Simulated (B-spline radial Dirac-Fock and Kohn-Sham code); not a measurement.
## Elastic and transport cross sections of potassium for positrons

Level of theory: relativistic (Dirac) partial waves in the static field of the Dirac-Fock atom, without polarisation or absorption potentials; a radial finite-basis atomic code. Below a few hundred eV the neglected polarisation potential matters, most of all at small angles. σ_tr1 and σ_tr2 weight the cross section with 1 − P₁ and 1 − P₂ of cos θ; "backward" is the share scattered beyond 90°.

| energy (eV) | σ (a₀²) | σ_tr1 (a₀²) | σ_tr2 (a₀²) | σ/σ_tr1 | backward (%) |
| --- | --- | --- | --- | --- | --- |
| 119 | 18.0 | 2.85 | 5.04 | 6.33 | 4.2 |
| 146 | 16.3 | 2.42 | 4.34 | 6.74 | 3.9 |
| 251 | 12.6 | 1.52 | 2.85 | 8.28 | 2.8 |
| 658 | 7.64 | 0.562 | 1.15 | 13.6 | 1.4 |
| 823 | ? | ? | ? | ? | ? |
| 1270 | 5.19 | 0.260 | 0.551 | 20.0 | 0.85 |
| 1420 | 4.84 | 0.227 | 0.483 | 21.4 | 0.78 |
| 5280 | 1.93 | 0.0392 | 0.0898 | 49.2 | 0.26 |
| 13900 | 0.888 | 0.00880 | 0.0212 | 101 | 0.10 |
| 18200 | 0.708 | 0.00567 | 0.0138 | 125 | 0.077 |
| 19300 | 0.674 | 0.00514 | 0.0126 | 131 | 0.072 |
| 30800 | 0.453 | 0.00235 | 0.00587 | 193 | 0.044 |
| 49100 | 0.307 | 0.00106 | 0.00270 | 290 | 0.026 |
| 55500 | 0.278 | 0.000858 | 0.00219 | 324 | 0.022 |
| 131000 | 0.145 | 0.000198 | 0.000525 | 730 | 0.0075 |

Question: Fill in the row for 823 eV.

Answer: σ = 6.73 a₀², σ_tr1 = 0.435 a₀², σ_tr2 = 0.902 a₀², σ/σ_tr1 = 15.5, backward 1.2 %. The ratio σ/σ_tr1 is roughly the number of elastic collisions that randomise the direction.

Values without a named source are computed, but for edge energies of neutral atoms, which are taken from tables.
